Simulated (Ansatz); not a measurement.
Relaxation of CH11AlN2Si2 (17 atoms, charge 0, multiplicity 1), to a largest force component of 0.015 eV/Å in at most 40 steps.

Computed with RKS B3LYP/6-31G (Ansatz).

```xyz
17
Properties=species:S:1:pos:R:3:forces:R:3
N -1.116 -2.566 -0.333 1.04 3.58 -1.25
Al -0.024 -1.516 0.806 0.04 0.35 0.72
N 0.691 0.170 0.193 0.75 -2.54 -0.27
Si 1.809 -0.217 -1.233 -1.91 -0.01 0.86
C -0.311 1.135 -0.187 -1.66 0.68 -0.41
Si -1.000 2.018 1.350 0.61 -0.09 0.25
H -0.652 -3.424 -0.531 -0.05 -1.57 -0.35
H -1.177 -1.989 -1.258 -0.37 -1.59 1.65
H 0.312 -2.032 2.316 -0.08 0.03 -0.48
H 2.406 0.993 -1.684 0.76 1.26 -0.57
H 0.881 -0.765 -2.287 0.25 -0.09 -0.45
H 2.782 -1.206 -0.845 0.79 -0.85 0.29
H -1.189 0.693 -0.758 0.66 0.56 0.07
H 0.092 1.967 -0.776 0.09 -0.11 -0.39
H -1.971 3.010 0.939 -0.78 0.79 -0.25
H -1.664 1.059 2.239 -0.31 -0.53 0.44
H 0.112 2.670 2.088 0.16 0.14 0.14
```

Q: Where does it end, and by what steps?

A: The forces met the threshold. The force dipped under the threshold on the way, but the program's further checks kept it going. Limits of this set-up: no polarisation functions. After 30 steps the energy has fallen by 1.742 eV; H9 moved furthest, 2.47 Å.

```csv
step,energy less start (eV),largest force component (eV/Å),accepted
0,0.0000,3.579,yes
2,-1.0189,2.660,yes
4,-1.4157,0.403,yes
6,-1.4747,0.308,yes
8,-1.4848,0.167,yes
10,-1.4952,0.037,yes
12,-1.5013,0.129,yes
14,-1.5119,0.493,yes
16,-1.5510,0.384,yes
18,-1.6068,0.201,yes
20,-1.6562,0.305,yes
22,-1.7023,0.253,yes
24,-1.7237,0.502,yes
26,-1.7392,0.109,yes
28,-1.7418,0.011,yes
30,-1.7424,0.015,yes
```

```xyz
17
Properties=species:S:1:pos:R:3
N -1.556 -2.384 0.417
Al 0.151 -1.915 0.107
N 0.508 -0.209 -0.418
Si 2.167 0.335 -0.824
C -0.588 0.781 -0.603
Si -0.908 1.863 0.980
H -1.828 -3.327 0.664
H -2.355 -1.765 0.391
H 1.317 -2.984 0.266
H 2.670 1.433 0.079
H 2.213 0.872 -2.234
H 3.082 -0.847 -0.701
H -1.524 0.266 -0.861
H -0.376 1.444 -1.456
H -2.020 2.854 0.744
H -1.302 0.967 2.120
H 0.330 2.618 1.369
```

Whether the end is a true minimum wasn't checked by a vibrational analysis.

Run time: 4.7 min on 1 thread of Arm Neoverse V1, with other jobs on the host, peak memory 0.25 GiB.
